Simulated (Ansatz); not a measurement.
Spectroscopic constants of CrMo, closed-shell singlet (the spin of the measured ground state). No spin–orbit coupling. Cr is treated without relativity. The T1 diagnostic near the minimum is 0.068, so single-reference values are doubtful.

D_e counts from the fitted minimum to each atom's lowest state at the same level, without counterpoise. The singlet is restricted.

The values were computed with Ansatz (Gaussian orbitals).  In def2 rows elements past Kr take small-core potentials, without spin–orbit coupling.

Task: What bond energy D_e does SVWN5/def2-TZVPP give?

Result: 97.3 kcal/mol

Task: What bond energy D_e does r2SCAN/def2-TZVPP give?

Result: 1.4 kcal/mol

Task: What is the computed bond energy D_e (B3LYP/def2-TZVPP)?

Result: 7.8 kcal/mol

Ansatz is an electronic-structure program.
